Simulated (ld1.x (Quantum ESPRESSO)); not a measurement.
## vanadium: excitation energies, all-electron against ultrasoft

ld1.x (Quantum ESPRESSO) 7.5 input, shortened:

```
&input
   title='V', zed=23., rel=1, dft='PW91', iswitch=3,
   config='[Ar] 3d3 4s0 4p0'
 /
 &inputp
   pseudotype=3, tm=.true., lloc=-1, rcloc=1.75,
   nlcc=.true., rcore=1.40,
   which_augfun='PSQ', rmatch_augfun_nc=.true.
 /
6
4S  1  0   0.00   0.00  1.70  2.25  0.0
4S  1  0   0.00   1.50  1.70  2.25  0.0
3P  2  1   6.00   0.00  1.35  1.65  0.0
4P  3  1   0.00   0.00  1.35  1.65  0.0
3D  3  2   3.00   0.00  1.05  1.40  0.0
3D  3  2   0.00  -1.10  1.05  1.40  0.0
 &test
   configts(1)='3p6 3d3 4s0 4p0'
 /
```

Energies are relative to the spin-unpolarised reference configuration 3p6 3d3 4s0 4p0; without spin polarisation the order of configurations can differ from experiment.

Task: Give the all-electron excitation energy and the error of the potential for: 3p6 3d3 4s2 4p0; 3p6 3d3 4s1 4p0; 3p6 3d2 4s0 4p0; 3p6 3d3 4s0 4p1; 3p6 3d3 4s1.5 4p0; 3p6 3d4 4s0 4p0; 3p6 3d3.5 4s1.5 4p0.

Result:

```tsv
valence configuration	charge	ΔE all-electron (eV)	error AE − PS (meV)
3p6 3d3 4s2 4p0	0	-22.109	+10
3p6 3d3 4s1 4p0	+1	-14.324	+3.2
3p6 3d2 4s0 4p0	+3	28.997	-31
3p6 3d3 4s0 4p1	+1	-10.206	+1.8
3p6 3d3 4s1.5 4p0	+0.5	-18.993	+6.6
3p6 3d4 4s0 4p0	+1	-14.901	-12
3p6 3d3.5 4s1.5 4p0	0	-22.064	+2.6
```

Levels in the configuration 3p6 3d3 4s1.5 4p0:

```tsv
level	all-electron (eV)	pseudo (eV)
3p	-47.718	-47.701
3d	-8.807	-8.795
4s	-7.756	-7.762
```
